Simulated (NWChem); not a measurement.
Species: CH2F2O2Si; SMILES O=CO[SiH](F)F

```xyz
8

O     -0.9623    -1.8251     0.0000
C      0.2289    -1.8144     0.0000
O      0.9841    -0.6987     0.0000
Si     0.3832     0.8642     0.0000
F     -0.5184     1.1073    -1.2992
F     -0.5184     1.1073     1.2992
H      0.8768    -2.7145     0.0000
H      1.5424     1.7615     0.0000
```
Atoms are numbered in this order, from 1.

Results from NWChem. Geometry: optimised at PBE0/def2-SVP. LC-ωPBE (HJS hole) with def2-SVP; x = 1 − exp(−ω/0.25 bohr⁻¹) is a scale chosen for this fit.

| row | x | −ε(HOMO) (eV) |
|---|---|---|
| ω = 0.10 | 0.330 | 8.47 |
| ω = 0.25 | 0.632 | 10.30 |
| ω = 0.35 | 0.753 | 11.21 |
| ω = 0.50 | 0.865 | 12.22 |
| ω = 0.80 | 0.959 | withheld |

Q: Fit a straight line of the last column on the one before it, predict the withheld value, and compare with the run.

A: 
1. Means of the 4 shown rows: x = 0.6450, y = 10.550. Slope Σ(x − x̄)(y − ȳ)/Σ(x − x̄)² = 1.097/0.1595 = 6.880; intercept 6.112.
2. The shown rows scatter about the line by 0.127 (root mean square); the largest residual is -0.16, at ω = 0.25.
3. At x = 0.959 (ω = 0.80; beyond the shown range) the line gives 12.71.
4. The run gives 13.37, +0.66 from the line, 5.2 times the scatter.
